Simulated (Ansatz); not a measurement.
Cost and result for the atomization energy of `[SiH3]C[SiH2]Br` (11 atoms, 10 bonds).

```xyz
11

Si    1.086    1.041   -0.694
C     0.444   -0.220    0.539
Si   -1.301   -0.770    0.224
Br   -1.932   -2.265    1.751
H     0.236    2.261   -0.667
H     2.484    1.425   -0.366
H     1.055    0.474   -2.068
H     1.098   -1.099    0.520
H     0.502    0.206    1.546
H    -2.245    0.369    0.315
H    -1.426   -1.422   -1.101
```

The species carries charge 0 and has multiplicity 1. Correlated methods include outer-core shells of Br, which these sets cover unevenly. Scalar relativity is left out up to krypton. The geometry is a stationary point of PBE0-D4/def2-TZVP. It is one conformer, not always the lowest. Program: Ansatz. All runs use 4 threads of an Arm Neoverse V1 on a shared host. Times are those of one run each, without the atoms' runs, and a repeat can differ threefold. Electronic energies, without spin–orbit coupling; frozen cores. CCSD(T)/CBS adds CCSD(T) − MP2 in def2-TZVPP to the MP2 limit, and its time is that of the two runs behind it. T1 = 0.009. With those shells the extrapolation isn't a true limit. B3LYP takes the VWN-RPA correlation (the form of Gaussian; ORCA's B3LYP/G).

CCSD(T)/CBS is a level of theory with its own doubt, some kJ/mol a heavy atom from the limit and from the frozen cores, so smaller differences don't rank the functionals.

| level | functions | wall time | atomization (kJ/mol) | difference from CCSD(T)/CBS | per bond |
| --- | --- | --- | --- | --- | --- |
| PBE-D4/def2-TZVPP (with forces) | 261 | 3.1 s | 3507.6 | -32.6 | -3.3 |
| PBE0-D4/def2-TZVPP | 261 | 4 s | 3502.5 | -37.7 | -3.8 |
| r2SCAN-D4/def2-TZVPP (with forces) | 261 | 6 s | 3531.6 | -8.6 | -0.9 |
| B3LYP-D4/def2-TZVPP (with forces) | 261 | 6.5 s | 3514.9 | -25.3 | -2.5 |
| B2PLYP/def2-TZVPP | 261 | 7 s | 3474.9 | -65.3 | -6.5 |
| ωB97X-V/def2-TZVPP | 261 | 11 s | 3548.5 | 8.3 | 0.8 |
| ωB97M-V/def2-TZVPP (with forces) | 261 | 15 s | 3530.3 | -9.9 | -1.0 |
| MP2/def2-QZVPP | 496 | 30 s | 3506.6 | -33.6 | -3.4 |
| CCSD(T)/def2-TZVPP | 261 | 3.7 min | 3448.4 | -91.8 | -9.2 |
| CCSD(T)/CBS(def2) | – | 4.2 min | 3540.2 | 0.0 | 0.0 |

In def2-TZVPP, CCSD(T) changes the Hartree–Fock value by +736.8 kJ/mol (the triples alone add +34.7 kJ/mol) and MP2 by +740.8 kJ/mol; breaking electron pairs costs correlation energy, which Hartree–Fock lacks. The D4 term adds +42.1 kJ/mol with B3LYP and +22.2 kJ/mol with PBE0; it sums over pairs of atoms, weighted by their polarisabilities, and B3LYP, whose exchange is more repulsive, gets the larger term.
